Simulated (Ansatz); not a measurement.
Species: CBr3, SMILES `Br[C](Br)Br` (charge 0, multiplicity 2), formula CBr₃.

How many basis functions does frozen-core CCSD(T)/cc-pVTZ // B3LYP-D3(BJ)/def2-TZVP (Ansatz, a program for electronic structure) use, how many core orbitals are frozen, and how many electrons are correlated?

159 basis functions and 28 frozen orbitals, which leaves 55 correlated electrons (filled d shells below the valence shell are correlated). Core time is of the order of minutes.
